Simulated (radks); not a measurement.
Task: The ruthenium ion Ru3+, [Kr] 4d5. Method: non-relativistic Kohn-Sham, r2SCAN, spin-polarised, spherical densities, point nucleus; meta-GGA in the generalised Kohn-Sham scheme; computed with a radial shooting solver on a logarithmic mesh with Libxc functionals. Every spin shell is full or empty, so the densities are truly spherical. Functionals are evaluated on that one density, not self-consistently. Rank these orbital-free kinetic functionals by their error against the exact value of the orbitals, and give that value: Thomas-Fermi, von Weizsacker, TF + vW, TF + vW/5, LC94, APBEK, Perdew 92, Pearson, DePristo-Kress, Ernzerhof.

Result: Exact: 4439.89 hartree. From best to worst, with 100 (|E| - |E exact|)/|E exact| (equal figures are ties): DePristo-Kress -0.05, LC94 +0.10, APBEK +0.16, Ernzerhof -0.35, Perdew 92 -0.65, Pearson -0.94, TF + vW/5 +3.20, Thomas-Fermi -5.48, TF + vW +37.94, von Weizsacker -56.57.
